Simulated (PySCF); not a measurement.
# Spectroscopy problems

Computational details: structure optimised with GFN2-xTB, NMR shieldings at PBE0/pcSseg-1/GIAO, spin–spin couplings from B3LYP/pcJ-1 (spin–dipole term left out of most H,H and C,H couplings), in PySCF 2.14.0 with density-fitted response routines (a single conformation, averaged over atoms made equivalent by symmetry, fast rotation or ring inversion, no relativistic terms, no solvent).

δ = σ(ref) − σ, references computed at the same level: $^{1}$H, $^{13}$C vs TMS. Multiplet labels drop J under 1 Hz and among equivalent protons, and merge close values. Unscaled 3J(H,H) run several per cent high. Splittings of carbon signals by F and P are missing where no couplings were computed. Where no couplings were computed, multiplicities follow the n + 1 count of equivalent neighbours, and m marks all less simple cases (inequivalent or close neighbours, rings, F or P nearby). Shifts are as computed. Against solution values, carbons near 30 ppm lie about +3 ppm off and those near 130 ppm about +5 ppm. Of 1211 compounds with measured shifts, 218 miss one by over three times the rms of a fit or turn the order of signals round; such compounds aren't used in these exercises.

Task: C₄H₅N₃O. $^{1}$H NMR (300 MHz, computed): δ 10.28 (s, 1H), 7.99 (s, 1H), 4.37 (s, 3H). $^{13}$C{$^{1}$H} NMR (computed): δ 188.6, 154.7, 154.4, 40.1. Give a structure.

Result: SMILES Cn1ncnc1C=O. Rings plus π bonds: 4 (1 ring in the answer). 4 carbon signals for 4 carbons: no two carbons are equivalent. Carbon types of the structure: 1 × C, 2 × CH, 1 × CH3, which accounts for all hydrogens. δC 188.6: aldehyde carbonyl carbon; the double bond to the heteroatom, with no lone-pair donor beside it, deshields it most. δC 154.7: substituted aromatic carbon next to a ring nitrogen. δC 154.4: aromatic CH between two ring heteroatoms. δH 10.28: hydrogen on an aldehyde carbonyl carbon; the C=O anisotropy and electron withdrawal place aldehyde protons far downfield.

The data come from this structure; uniqueness wasn't tested.

Task: C₈H₁₁OP. $^{1}$H NMR (400 MHz, computed): δ 2.52 (m, 4H), 2.36 (m, 2H), 1.93 (m, 4H), 1.47 (t, 1H). $^{13}$C{$^{1}$H} NMR (computed): δ 214.6 (C), 84.2 (C), 76.7 (CH), 42.4 (CH2), 34.8 (CH2), 23.7 (CH2). Give a structure.

Result: SMILES C#CCP1CCC(=O)CC1. 6 carbon signals for 8 carbons: some carbons are equivalent by symmetry or fast rotation. Carbon types of the structure: 2 × C, 1 × CH, 5 × CH2, which accounts for all hydrogens. δC 214.6: ketone carbonyl carbon; low-lying n→π* states of the double bond to the heteroatom give a large paramagnetic term (-276 ppm). δC 84.2: alkyne carbon; the triple bond shields along its axis, which puts it between sp3 and sp2 carbons. δC 76.7: terminal alkyne carbon; the triple bond shields along its axis, which puts it between sp3 and sp2 carbons. δH 1.47: hydrogen on a terminal alkyne carbon; it lies on the axis of the triple bond, in its shielding cone.

The shifts were computed for this structure.

Task: C₇H₁₂OSi. $^{1}$H NMR (300 MHz, computed): δ 7.24 (m, 1H), 6.25 (d, 1H), 5.26 (m, 1H), 4.64 (m, 2H), 3.66 (sept, 1H), 1.30 (d, 6H). $^{13}$C{$^{1}$H} NMR (computed): δ 180.3 (C), 159.5 (CH), 124.5 (CH), 112.3 (CH), 82.7 (CH), 25.0 (CH3). Give a structure.

Result: `InChI=1S/C7H12OSi/c1-6(2)8-7-4-3-5-9-7/h3-6H,9H2,1-2H3`. The formula gives 3 degrees of unsaturation (1 ring in the answer). 6 carbon signals for 7 carbons: some carbons are equivalent by symmetry or fast rotation. Carbon types of the structure: 1 × C, 4 × CH, 2 × CH3, leaving 2 H on heteroatoms. δC 180.3: alkene carbon bearing oxygen; an sp2 carbon further deshielded by the attached heteroatom. δC 159.5, 112.3: alkene CH; an sp2 carbon of a C=C bond. δC 124.5: β carbon of an enol-ether or enamine type C=C. δC 82.7: sp3 CH bonded to O; deshielded by the electronegative neighbour.

The data come from this structure; uniqueness wasn't tested.
